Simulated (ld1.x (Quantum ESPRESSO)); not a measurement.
**Before and after: TM potential for Cl**

```
Element                 : chlorine (Cl)
Generator               : ld1.x (Quantum ESPRESSO) 7.5
Type                    : norm-conserving Troullier–Martins (Kleinman–Bylander form)
Functional              : PBE
Relativity              : scalar-relativistic
Frozen core             : [Ne]
Valence charge          : 7
Reference configuration : 3s2 3p4.5 (charge +0.5)
Partial waves           : 3s (bound): rc 1.35 bohr; 3p (bound): rc 1.15 bohr; 3d channel at 0.05 Ry: rc 1.20 bohr
Local potential         : the d channel
Core correction         : a·sin(br)/r model core, default radius (core density twice the valence density)
```

Change: wave 3d channel at 0.05 Ry: rc 1.20 bohr becomes 3d channel at 4.33 Ry: rc 1.20 bohr.

Cutoffs: the cutoffs (Ry, on a coarse ladder) from which the occupation-weighted sum of valence levels, in a spherical-Bessel basis at the reference potential, stays within 10 and 1 mRy of its value at 400 Ry; they do not see the model core or the augmentation charge, which bear on the density cutoff. Errors are all-electron minus pseudo energies relative to the spin-unpolarised reference configuration.

Question: Predict the effect on cutoff, ghosts and configuration errors.

Answer: The potential gets neither clearly harder nor softer (70 Ry and 140 Ry → 70 Ry and 140 Ry); of the 7 tests that both files solve, the error grows in 5 and shrinks in 0 by more than 15 % and 0.3 meV (median size 3.9 → 4.5 meV); neither file shows a bound ghost.

| quantity | base | changed |
| --- | --- | --- |
| cutoff, loose | 70 Ry | 70 Ry |
| cutoff, tight | 140 Ry | 140 Ry |
| bound ghosts | none | none |
| error for 3s2 3p5, meV [ΔE -5.58 eV] | +2.0 | +2.2 |
| error for 3s2 3p4, meV [ΔE 8.29 eV] | +2.0 | +2.6 |
| error for 3s2 3p3, meV [ΔE 33.74 eV] | +33 | +44 |
| error for 3s1 3p6, meV [ΔE 6.57 eV] | +0.6 | +0.6 |
| error for 3s1 3p5, meV [ΔE 21.00 eV] | +5.9 | +7.2 |
| error for 3s2 3p5.3, meV [ΔE -7.72 eV] | +3.9 | +4.5 |
| error for 3s2 3p2, meV [ΔE 72.05 eV] | +139 | +194 |
| s: phases at 1.51 bohr within 0.05 rad from the reference energy up to (Ry; the scan ends near 5) | -0.4 | -1.1 |
| p: phases at 1.51 bohr within 0.05 rad from the reference energy up to (Ry; the scan ends near 5) | 4.6 | 4.6 |
| d: phases at 1.51 bohr within 0.05 rad from the reference energy up to (Ry; the scan ends near 5) | to the end of the scan | to the end of the scan |
